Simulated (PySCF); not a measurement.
Compound: C4H7B.
SMILES: `BCC#CC`

The closed-shell ground state was solved at several levels (PySCF, density fitting, gas phase, non-relativistic). One conformer (not necessarily the lowest) at the PBE0-D3(BJ)/def2-SVP geometry, without solvent, vibrations or thermal averaging.

```tsv
level	basis functions	total energy (Eh)	HOMO (eV)	LUMO (eV)	gap (eV)	dipole (D)
B3LYP/pcJ-1	205	-181.4233	-6.77	-1.69	5.08	0.51
PBE0/pcSseg-1	120	-181.1417	-7.00	-1.44	5.56	0.50
wB97X-D/def2-SVPD	156	-181.2124	-8.87	0.55	9.42	0.50
PBE/def2-SVPD	156	-181.0098	-5.84	-2.51	3.33	0.64
PBE0/def2-TZVP	197	-181.2276	-6.98	-1.45	5.53	0.54
BHandHLYP/def2-SVPD	156	-181.1605	-8.08	-0.35	7.73	0.47
CAM-B3LYP/def2-SVPD	156	-181.1587	-8.36	-0.31	8.05	0.52
```

Task: Estimate the row for LC-wPBE/def2-SVPD, a basis of 156 functions; the other rows only guide the guess.

Result: Total energy -181.1425 Eh, HOMO -9.75 eV, LUMO 0.97 eV, gap 10.72 eV, dipole 0.52 D.

Task: Over all these levels, which gives the widest orbital gap and which the narrowest?

Result: LC-wPBE/def2-SVPD (range-separated hybrid) has the widest, 10.72 eV, and PBE/def2-SVPD (GGA) the narrowest, 3.33 eV. The two share the basis. From the narrowest to the widest the HOMO moves by -3.91 eV and the LUMO by +3.48 eV.

Task: How far do the dipole and the HOMO energy spread over the levels?

Result: The dipole runs from 0.47 to 0.64 D (mean 0.52 D) and the HOMO from -9.75 to -5.84 eV.

Note: wB97X-D ran without an empirical dispersion term, which enters the total energy and its gradient alone.
